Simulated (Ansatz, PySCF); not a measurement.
BiFH₂Te₂, SMILES [Bi]([F])([TeH])[TeH]. Atoms are numbered in the order given.

```xyz
6

Bi    -0.4672    -0.7844     0.5107
F     -0.7763    -2.0295    -1.0882
Te    -1.3678     1.7022    -0.5824
H     -0.1023     1.7610    -1.6622
Te     2.2536    -0.1180     0.0233
H      2.7380    -1.6581     0.4452
```

Coordinates come from a PBE0-D3(BJ)/def2-SVP optimisation. The structure was generated by enumeration; whether it is a known compound was not checked. The def2 effective core potentials stand for the cores of Bi, Te; spin–orbit coupling is left out.

Two levels are set side by side: PBE-D3(BJ)/def2-SVP (Ansatz, a first-principles code) and PBE0-D3(BJ)/def2-SVP (Ansatz). Each level has its own optimised geometry; the coordinates shown are those of the second. Frequencies come from the Hessian of PySCF at each geometry. Differences are taken from unrounded values.

```json
[
 {"quantity": "mean bond length (Å)", "PBE0-D3(BJ)": "2.218", "PBE-D3(BJ)": "2.244", "PBE-D3(BJ) minus PBE0-D3(BJ)": "0.026"},
 {"quantity": "bond Bi1–F2 (Å)", "PBE0-D3(BJ)": "2.050", "PBE-D3(BJ)": "2.078", "PBE-D3(BJ) minus PBE0-D3(BJ)": "0.028"},
 {"quantity": "bond Bi1–Te3 (Å)", "PBE0-D3(BJ)": "2.862", "PBE-D3(BJ)": "2.898", "PBE-D3(BJ) minus PBE0-D3(BJ)": "0.036"},
 {"quantity": "bond Bi1–Te5 (Å)", "PBE0-D3(BJ)": "2.843", "PBE-D3(BJ)": "2.875", "PBE-D3(BJ) minus PBE0-D3(BJ)": "0.031"},
 {"quantity": "bond Te3–H4 (Å)", "PBE0-D3(BJ)": "1.665", "PBE-D3(BJ)": "1.682", "PBE-D3(BJ) minus PBE0-D3(BJ)": "0.017"},
 {"quantity": "bond Te5–H6 (Å)", "PBE0-D3(BJ)": "1.669", "PBE-D3(BJ)": "1.686", "PBE-D3(BJ) minus PBE0-D3(BJ)": "0.017"},
 {"quantity": "highest harmonic wavenumber (cm⁻¹)", "PBE0-D3(BJ)": "2146", "PBE-D3(BJ)": "2055", "PBE-D3(BJ) minus PBE0-D3(BJ)": "-92"},
 {"quantity": "mean harmonic wavenumber (cm⁻¹)", "PBE0-D3(BJ)": "564", "PBE-D3(BJ)": "537", "PBE-D3(BJ) minus PBE0-D3(BJ)": "-26"},
 {"quantity": "zero-point energy (kcal/mol)", "PBE0-D3(BJ)": "9.67", "PBE-D3(BJ)": "9.22", "PBE-D3(BJ) minus PBE0-D3(BJ)": "-0.45"}
]
```

GGA bonds tend to be longer and softer than those of functionals with exact exchange. Differences between two approximate levels are no errors against the true value.
